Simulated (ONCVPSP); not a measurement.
**ruthenium (Ru), ONCV: configuration errors across variants**

* Element: Ru (Z = 44)
* Generator: ONCVPSP 4.0.1
* Type: optimised norm-conserving Vanderbilt (ONCV)
* Functional: PBE
* Relativity: scalar-relativistic
* Frozen core: [Ar] 3d10
* Valence charge: 16
* Reference configuration: 4s2 4p6 4d7 5s1
* Partial waves: 4s+5s: rc 2.00 bohr, ncon 3, nbas 6, qcut 7.2 1/bohr, 2 projectors; 4p: rc 1.20 bohr, ncon 3, nbas 6, qcut 7.7 1/bohr, 2 projectors, debl 3.7 Ha; 4d: rc 1.85 bohr, ncon 4, nbas 9, qcut 8.7 1/bohr, 2 projectors, debl 3.3 Ha
* Local potential: polynomial inside 0.95 bohr (lpopt 5, dvloc0 4 Ha)
* Core correction: none

All-electron excitation energies from the reference (eV): (1) 4s2 4p6 4d7 5s0 7.292; (2) 4s2 4p6 4d6 5s0 25.479; (3) 4s2 4p6 4d5 5s0 56.101; (4) 4s2 4p6 4d6 5s1 10.112.

Errors AE − PS in meV (a dash: test not solved or not reliable):

| change | (1) | (2) | (3) | (4) | bound ghosts | GHOST(+) flags above zero |
| --- | --- | --- | --- | --- | --- | --- |
| base | -2.0 | -2.0 | +0.2 | +0.3 | none | s |
| s: qcut 8.1; p: qcut 8.7; d: qcut 9.8 | -2.0 | -2.1 | -1.9 | -0.1 | none | s |
| d: qcut 10.3 | -2.1 | -2.2 | -2.6 | -0.1 | none | s |

Give the same row for: local potential polynomial inside 1.10 bohr (lpopt 1, dvloc0 3 Ha).

-2.0, -0.9, +2.9, +1.1; bound ghosts: none; GHOST(+) flags above zero: d.
